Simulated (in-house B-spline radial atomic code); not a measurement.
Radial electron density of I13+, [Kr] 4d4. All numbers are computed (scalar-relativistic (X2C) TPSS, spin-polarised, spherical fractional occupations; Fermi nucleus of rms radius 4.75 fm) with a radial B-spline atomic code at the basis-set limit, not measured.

One-electron X2C: radii and densities carry no picture-change correction, so inner-shell <1/r> comes out high (for 1s by about 2 % at Z = 33, 5 % at 54, 10 % at 75, 30 % at 118) and <r> low.

Columns: r (bohr), 4πr²n(r) (electrons per bohr), bar.

```
0.000805    2.042 #
0.000973    2.754 #
 0.00118    3.722 ##
 0.00142    4.951 ##
 0.00172    6.622 ###
 0.00208    8.783 ####
 0.00251    11.53 ######
 0.00303    15.02 ########
 0.00366    19.37 ##########
 0.00443    24.73 ############
 0.00535    30.99 ################
 0.00647    38.18 ###################
 0.00782    45.94 #######################
 0.00945    53.76 ###########################
  0.0114    60.84 ###############################
  0.0138     66.4 #################################
  0.0167    69.36 ###################################
  0.0202    69.18 ###################################
  0.0244    66.25 #################################
  0.0294    62.22 ###############################
  0.0356    59.62 ##############################
   0.043    61.42 ###############################
   0.052     68.8 ###################################
  0.0628    79.41 ########################################
  0.0759    87.69 ############################################
  0.0918    87.65 ############################################
   0.111    78.26 #######################################
   0.134    66.36 #################################
   0.162    61.69 ###############################
   0.196     67.4 ##################################
   0.237    74.04 #####################################
   0.286    68.66 ##################################
   0.346    49.82 #########################
   0.418    30.56 ###############
   0.505    22.36 ###########
    0.61    22.91 ###########
   0.737     21.8 ###########
   0.891    15.05 ########
    1.08     6.97 ###
     1.3    2.198 #
    1.57   0.4335 
     1.9  0.04987 
     2.3 0.003016 
    2.78 9.192e-05
```

On this grid the curve has 4 maxima, near 0.0167, 0.0759, 0.237, 0.61 bohr.

The 4d up radial function P(r) = rR(r), positive near the nucleus:

```tsv
r (bohr)	P
0.00945	0.001974
0.0138	0.005474
0.0202	0.01487
0.0294	0.03818
0.043	0.09313
0.0628	0.2062
0.0918	0.3987
0.134	0.6286
0.196	0.7166
0.286	0.3809
0.418	-0.4249
0.61	-1.167
0.891	-1.139
1.3	-0.5202
1.9	-0.09389
2.78	-0.00455
```
